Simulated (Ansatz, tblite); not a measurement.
Cost and result up the ladder for Al4Ru (5 atoms). Charge 0, multiplicity 1. Geometry: PBE0-D4/def2-SVP.

```xyz
5

Ru    0.861    0.209    0.327
Al   -0.779    1.134   -0.963
Al    1.235   -0.878   -1.768
Al   -0.666   -1.485    0.415
Al   -0.652    1.019    1.990
```

Ansatz on 4 threads of Arm Neoverse V1 on a shared host; xTB runs through tblite on one thread. Times are rough, summed over both states, and most runs start from the orbitals of an earlier one. PBE0-D4/def2-TZVP serves as the yardstick here, not as an exact answer. The other state is a triplet at its own geometry.

In the def2 sets Ru takes a core potential; there is no spin–orbit coupling. The xTB rows come from tblite. HSE06 is defined as in plane-wave codes, on full-range PBE exchange. The structure comes from a short search, and lower isomers may exist.

Run but left out: B2PLYP/def2-TZVP (singlet: restricted singlet, unstable in another Hartree–Fock run and untested here).

xTB has no spin-polarisation term.

```json
{"level": "GFN1-xTB", "functions": "45", "wall time": "0.014 s", "triplet − singlet (eV)": "1.54", "difference from PBE0-D4/def2-TZVP (eV)": "0.76"}
{"level": "GFN2-xTB", "functions": "45", "wall time": "0.11 s", "triplet − singlet (eV)": "-0.30", "difference from PBE0-D4/def2-TZVP (eV)": "-1.08"}
{"level": "PBE-D4/def2-TZVP", "functions": "188", "wall time": "7.9 s", "triplet − singlet (eV)": "0.90", "difference from PBE0-D4/def2-TZVP (eV)": "0.13"}
{"level": "HSE06-D4/def2-TZVP", "functions": "188", "wall time": "14 s", "triplet − singlet (eV)": "0.79", "difference from PBE0-D4/def2-TZVP (eV)": "0.01"}
{"level": "PBE0-D4/def2-TZVP", "functions": "188", "wall time": "17 s", "triplet − singlet (eV)": "0.77", "difference from PBE0-D4/def2-TZVP (eV)": "0.00"}
{"level": "r2SCAN-D4/def2-TZVP (with forces)", "functions": "188", "wall time": "21 s", "triplet − singlet (eV)": "0.87", "difference from PBE0-D4/def2-TZVP (eV)": "0.10"}
```
